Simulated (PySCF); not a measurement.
Constitutional and geometric isomers with formula C2H3NSi. Gas-phase values, no solvent. Strings in code marks are SMILES.

The HOMO–LUMO gap from two functionals at the same geometries (B3LYP-D3(BJ)/def2-TZVP), both in PySCF: PBE-D3(BJ)/def2-TZVP and B3LYP-D3(BJ)/def2-TZVP. B3LYP has the VWN-RPA correlation part, as in Gaussian. 

```tsv
species	PBE-D3(BJ)/def2-TZVP (eV)	B3LYP-D3(BJ)/def2-TZVP (eV)
`C#CN=[SiH2]`	2.05	3.50
`C=[SiH]C#N`	3.21	4.60
`[si]1(cc1)=N`	3.94	5.77
`[H]/N=[SiH]/C#C`	3.41	5.19
```

Over these rows, drawn at random from the members with no instability flagged (it was tested for open shells, ions and some series alone), PBE minus B3LYP-D3(BJ): mean -1.61 eV, from -1.83 eV to -1.39 eV.
